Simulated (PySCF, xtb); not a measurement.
CH₄AlFOS, SMILES [Al]([F])([OH])[S]C. Other conformers were not sampled.

Harmonic wavenumbers (cm⁻¹) from xtb with GFN2-xTB at its own minimum, in rising order: 36, 82, 120, 179, 209, 222, 314, 416, 459, 703, 750, 919, 937, 950, 1313, 1437, 1451, 3041, 3048, 3057, 3776.

Problem. What does B3LYP-D3(BJ)/def2-SVP in PySCF give at its own minimum? (An estimate is asked for; the answer gives what the named calculation found.)

Solution. 53, 89, 135, 218, 237, 246, 317, 481, 552, 685, 827, 946, 966, 989, 1340, 1461, 1462, 3055, 3158, 3173, 3929. Paired by order, the mean absolute difference is 45 cm⁻¹ and the zero-point energies are 33.5 and 34.8 kcal/mol.
